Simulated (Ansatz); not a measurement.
A made-up structure of MgAlHClF, singlet:

```
5
angstrom
F -0.4534 -2.8921 2.4679
Mg -0.1413 -1.4015 1.2212
Al 0.3388 0.8860 -0.6917
Cl -1.5553 1.5901 -1.9383
H 1.8112 1.8173 -1.0591
```

It is relaxed with PBE-D4/def2-SVP and then PBE0-D4/def2-TZVP (Ansatz 0.2.0). Atoms count as bonded within 1.22 times the sum of their covalent radii (H–H: 0.88 Å). The end point is not checked to be a true minimum.

Q: Does its bonding change? (Judge from chemistry; the calculation decides.)

A: Computed: No: no bond forms or breaks.

Where it ends: The first stage lowers the energy by 0.90 eV in 6 steps. It ends as MgAlHClF ([F][Mg][AlH][Cl]):
| atom | x (Å) | y (Å) | z (Å) |
| --- | --- | --- | --- |
| F1 | -0.4049 | -2.5825 | 2.2038 |
| Mg2 | -0.1261 | -1.2516 | 1.0906 |
| Al3 | 0.3023 | 0.7912 | -0.6177 |
| Cl4 | -1.3884 | 1.4204 | -1.7312 |
| H5 | 1.6172 | 1.6225 | -0.9455 |

Labels in which every atom is bracketed show which atoms are joined, not bond orders.

For scale, one of the runs: PBE0-D4/def2-TZVP relaxation, 143 basis functions, launched by `ansatz run in.yaml --threads 2 --pin off --events-out ev --progress --plain --max-ram 4352MiB`. Hardware: 2 CPU threads of an Arm Neoverse V1, shared host. Wall time about 21 s.
